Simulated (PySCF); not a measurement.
## BiC⁻: frontier orbitals

TPSSh at R = 2.007 Å; basis Bi def2-SVPD with ECP60, C def2-SVPD; scalar-relativistic core potentials; PySCF 2.14. State: ¹Σ⁺ (singlet), closed shell. Only the outer orbitals are listed, counted within each symmetry, core potentials removing the inner ones.

```json
{"orbital": "5σ", "occ.": "2", "ε (eV)": "-10.74", "on Bi (%)": "61", "main shells (%)": "58 Bi s, 34 C s"}
{"orbital": "6σ", "occ.": "2", "ε (eV)": "-5.73", "on Bi (%)": "48", "main shells (%)": "52 C s, 36 Bi s, 11 Bi p"}
{"orbital": "3π", "occ.": "2", "ε (eV)": "-0.12", "on Bi (%)": "64", "main shells (%)": "63 Bi p, 36 C p"}
{"orbital": "3π", "occ.": "2", "ε (eV)": "-0.12", "on Bi (%)": "64", "main shells (%)": "63 Bi p, 36 C p"}
{"orbital": "7σ", "occ.": "2", "ε (eV)": "-0.02", "on Bi (%)": "40", "main shells (%)": "44 C p, 36 Bi p, 15 C s"}
{"orbital": "4π", "occ.": "0", "ε (eV)": "3.45", "on Bi (%)": "50", "main shells (%)": "49 C p, 34 Bi p, 16 Bi d"}
{"orbital": "4π", "occ.": "0", "ε (eV)": "3.45", "on Bi (%)": "50", "main shells (%)": "49 C p, 34 Bi p, 16 Bi d"}
```

Which are the highest filled and the lowest empty level, where do they sit, and how wide is the gap?

Highest filled 7σ at -0.02 eV (in %: 44 C p, 36 Bi p, 15 C s); lowest empty 4π at 3.45 eV (in %: 49 C p, 34 Bi p, 16 Bi d); the gap at TPSSh is 3.47 eV. An empty level above zero is unbound, and its energy depends on the basis.

* bond order (Mayer): 2.68
* ⟨S²⟩: 0.000
* charge on Bi (Mulliken, basis-dependent): -0.52
* charge on Bi (Löwdin, basis-dependent): -0.22
* dipole moment (positive dipole points towards C; it is taken about the centre of mass and depends on that origin): -5.04 D

Spin–orbit coupling is left out, which matters for elements this heavy, above all for dissociation energies.
